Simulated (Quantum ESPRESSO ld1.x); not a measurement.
Values are calculated unless marked as measured or tabulated.
Problem. Pt V, configuration [Xe] 4f14 5d6. Code: ld1.x of Quantum ESPRESSO 7.5. Model: Dirac Kohn-Sham, rPW86 exchange with PBE correlation, spin-unpolarised, spherical densities, point nucleus; open shells fill j = l - 1/2 first. Some entries of the table are withheld. Estimate them.

| orbital | occ. | eigenvalue (eV) | <r^2> (bohr^2) | <1/r> (bohr^-1) |
|---|---|---|---|---|
| 1s1/2 | 2 | -78388.1 | 0.0004057 | 94.06 |
| 2s1/2 | 2 | -13799.9 | 0.006139 | 23.07 |
| 2p1/2 | 2 | -13224.4 | 0.004355 | 23.01 |
| 2p3/2 | 4 | -11494.5 | 0.005546 | 18.86 |
| 3s1/2 | 2 | -3280.94 | 0.03989 | 8.468 |
| 3p1/2 | 2 | -3023.21 | 0.03644 | 8.374 |
| 3p3/2 | 4 | -2642.86 | 0.04288 | 7.298 |
| 3d3/2 | 4 | -2215.29 | 0.03298 | 7.192 |
| 3d5/2 | 6 | -2133.40 | 0.03474 | 6.945 |
| 4s1/2 | 2 | -745.801 | 0.1943 | 3.573 |
| 4p1/2 | 2 | -636.419 | 0.1988 | 3.461 |
| 4p3/2 | 4 | -546.080 | 0.2318 | 3.091 |
| 4d3/2 | 4 | -367.354 | 0.2465 | 2.883 |
| 4d5/2 | 6 | -350.560 | 0.2583 | 2.797 |
| 5s1/2 | 2 | -151.710 | 1.006 | 1.440 |
| 4f5/2 | 6 | -122.638 | 0.3184 | 2.409 |
| 4f7/2 | 8 | -119.185 | 0.3275 | 2.375 |
| 5p1/2 | 2 | -116.619 | 1.179 | 1.317 |
| 5p3/2 | 4 | -101.330 | 1.396 | 1.187 |
| 5d3/2 | 4 | -53.4803 | 2.303 | 0.9148 |
| 5d5/2 | 2 | -51.7307 | 2.429 | 0.8875 |
| 6s1/2 | 0 | -43.5110 | 5.442 | 0.5828 |
| 6p1/2 | 0 | -34.7682 | (1) | 0.5133 |
| 6p3/2 | 0 | -32.2364 | (2) | 0.4782 |
| 6d3/2 | 0 | -20.8184 | 13.95 | 0.3681 |
| 6d5/2 | 0 | -20.4836 | 14.41 | 0.3626 |
| 5f5/2 | 0 | -18.2122 | 10.84 | (3) |
| 5f7/2 | 0 | -18.1559 | 10.95 | (4) |

Solution. 
(1) 6p1/2 <r^2> (bohr^2): 6.955
(2) 6p3/2 <r^2> (bohr^2): 7.935
(3) 5f5/2 <1/r> (bohr^-1): 0.3966
(4) 5f7/2 <1/r> (bohr^-1): 0.3942
